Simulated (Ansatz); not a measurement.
```yaml
atoms:
  - { symbol: S, position_ang: [-0.0352, 0.0234, -0.0267] }
  - { symbol: O, position_ang: [1.4136, -0.0320, 0.0265] }
  - { symbol: O, position_ang: [-0.7472, 1.2888, -0.0129] }
  - { symbol: O, position_ang: [-0.7399, -1.2796, 0.0340] }
```

Basis set: aug-cc-pVDZ (spherical functions). Left uncorrelated: 8 orbitals. Charge 0, multiplicity 1.

Computed with Ansatz (development build ahead of 0.2.0); each method stands on the lowest determinant of its kind that the runs found. Restricted open shells among the atoms or ions are ROHF, correlated in semicanonical orbitals with singles.

(1) Give the atomization energy at this shape (free ground-state atoms in the same class of orbitals less the molecule, no zero-point energy) of singlet SO3 by RHF-MP2, RHF.

Results:

(1)

| method | atomization energy |
| --- | --- |
| RHF-MP2 | 12.81 eV |
| RHF | 4.10 eV |
